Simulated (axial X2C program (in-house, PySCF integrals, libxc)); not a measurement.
Nuclear properties of MoAs

Calculated with an axial X2C code built on PySCF integrals: two-component X2C with atomic mean-field Coulomb and Gaunt terms, Gaussian nuclei, basis Mo dyall-cv3z, As dyall-cv3z with contracted cores.

R = 2.287 Å (near the PBE0 minimum at charge 0 of the determinant lowest at the starting distance; the state shown can have its own minimum elsewhere).

Input and command:
```json
{"zs": [42, 33], "q": 0, "bas": ["dyall-cv3z", "dyall-cv3z"], "r0": 2.59, "levels": ["PBE0", "HF", "BHandHLYP", "PBE50", "r2SCAN"], "nst": 3}
```
```bash
python soeom.py task.json out
```

Keys: zs atomic numbers; q charge; bas basis sets; r0 starting distance in Å; levels methods; nst determinants followed.

Determinant lowest in the PBE0 search, Ω = 3/2 (⟨Sz⟩ = 1.50, ⟨Lz⟩ = 0.00 at PBE0), spin on the atoms Mo 2.26, As -0.76:

| level | Eeff magnitude (GV/cm) | Ws magnitude Mo (kHz) | Ws magnitude As (kHz) | A∥/gI Mo (MHz) | qzz Mo (a.u.) | A∥/gI As (MHz) | qzz As (a.u.) | μ (D) |
| --- | --- | --- | --- | --- | --- | --- | --- | --- |
| PBE0 | 0.525 | 0.332 | 0.143 | 824 | -0.02 | 167 | -2.83 | -3.39 |
| HF | 0.326 | 0.3 | 0.376 | 540 | -0.52 | 125 | -3.58 | -3.91 |
| BHandHLYP | 0.323 | 0.261 | 0.148 | 732 | -0.08 | 133 | -3.18 | -3.76 |
| PBE50 | 0.00581 | 0.227 | 0.206 | 745 | -0.19 | 168 | -3.27 | -3.87 |
| r2SCAN | 0.773 | 0.436 | 0.165 | 923 | -0.01 | 170 | -2.68 | -3.37 |

Determinant 1.40 eV from it at PBE0 and this distance, Ω = 5/2 (⟨Sz⟩ = 2.50, ⟨Lz⟩ = 0.00 at PBE0), spin on the atoms Mo 2.31, As 0.18:

```
    level  Eeff magnitude (GV/cm)  Ws magnitude Mo (kHz)  Ws magnitude As (kHz)  A∥/gI Mo (MHz)  qzz Mo (a.u.)  A∥/gI As (MHz)  qzz As (a.u.)  μ (D)
     PBE0                   0.131                  0.123                 0.0684             381           0.16            7.15          -3.25  -3.29
       HF                   0.921                 0.0568                  0.201             195          -0.32           -23.3          -4.61  -4.18
BHandHLYP                   0.116                  0.132                 0.0823             323           0.09            2.69          -3.56  -3.77
    PBE50                   0.306                 0.0705                 0.0997             324           0.04            1.34          -3.67  -3.91
   r2SCAN                   0.602                  0.206                  0.056             446           0.19            19.6          -3.11  -3.00
```

Eeff is the effective electric field on the electron electric dipole moment in this Ω state and Ws the scalar–pseudoscalar constant of the nucleus named (defined with the proton number Z and per Ω); A∥ (defined per Ω) follows by multiplying with gI = μI/(I μN); qzz is the electric field gradient, eQq0 = 234.96 MHz × Q/barn × qzz; μ is positive if the As end (last atom) is positive. The operators were transformed with the bare-nucleus X2C matrices; with these basis sets, hyperfine constants and field gradients can be off by tens of per cent, and where levels differ in sign neither size nor sign is settled.

(1) With gI(95Mo) = -0.3657, gI(75As) = 0.9597, Q(75As) = 0.311 barn (g factors from the IAEA table of nuclear moments by Stone; Q from Pyykkö, Mol. Phys. 2018), turn the PBE0 values of the first state into constants in MHz.

Each state is one determinant with collinear spin, which with several unpaired electrons need not be a pure state. Unrestricted Hartree–Fock can overshoot spin polarisation at the nuclei. In the state Ω = 3/2 the sign of Eeff differs between levels (HF, PBE50 against PBE0). In the state Ω = 5/2 the sign of Eeff differs between levels (HF, PBE50 against PBE0). This is the top spin component of a Σ state; components of lower Ω are not single determinants and can lie lower. With several open shells hyperfine constants can be off by a factor of several. Where Eeff spreads by more than a factor of two the levels disagree and none is to be relied on. In the state Ω = 3/2 the atomic spins oppose each other (2.26, -0.76): a broken-symmetry determinant whose values are not spin-projected. The search compared states at one distance, so a state with another bond length can lie lower. Further determinants of the search, some of them spin-mixed, are not shown. Where a field gradient or hyperfine factor spreads by more than a factor of two over the levels, a constant derived from it is not to be relied on. PBE0 term energies can be off by some tenths of an eV.

## Answers

(1) A∥(95Mo) = 824 × -0.3657 = -301 MHz; A∥(75As) = 167 × 0.9597 = 160 MHz; eQq0(75As) = 234.96 × (0.311) × (-2.83) = -207 MHz.
